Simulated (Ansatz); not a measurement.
`[F][Ge]([F])([Cl])[Cl]` and `F[Si](F)(Cl)Cl` differ in one element.

Ansatz, PBE0-D4/def2-TZVP geometries, multiplicity 1. 

Scalar relativity is left out up to krypton.

```csv
property,`[F][Ge]([F])([Cl])[Cl]`
HOMO–LUMO gap (ωB97M-V/def2-TZVPP) / eV,12.67
LUMO energy (PBE0/def2-TZVPP) / eV,-1.89
LUMO energy (ωB97M-V/def2-TZVPP) / eV,0.27
zero-point energy (PBE0-D4/def2-TZVP) / kJ/mol,20.5
LUMO energy (PBE/def2-TZVPP) / eV,-2.94
HOMO–LUMO gap (PBE0/def2-TZVPP) / eV,8.25
```

(1) Give the same properties after the change, and the shifts. (Estimate.)

## Answers

(1) Ansatz gave: 
```
                                      property  `F[Si](F)(Cl)Cl`  shift
       HOMO–LUMO gap (ωB97M-V/def2-TZVPP) / eV             14.34   1.67
            LUMO energy (PBE0/def2-TZVPP) / eV              0.12   2.01
         LUMO energy (ωB97M-V/def2-TZVPP) / eV              2.17   1.90
zero-point energy (PBE0-D4/def2-TZVP) / kJ/mol              26.2    5.7
             LUMO energy (PBE/def2-TZVPP) / eV             -0.95   1.99
          HOMO–LUMO gap (PBE0/def2-TZVPP) / eV             10.04   1.79
```

With PBE0 the HOMO rises by 0.21 eV and the LUMO rises by 2.01 eV, so the gap widens by about 1.80 eV. PBE moves the HOMO by 0.19 eV and ωB97M-V by 0.24 eV.
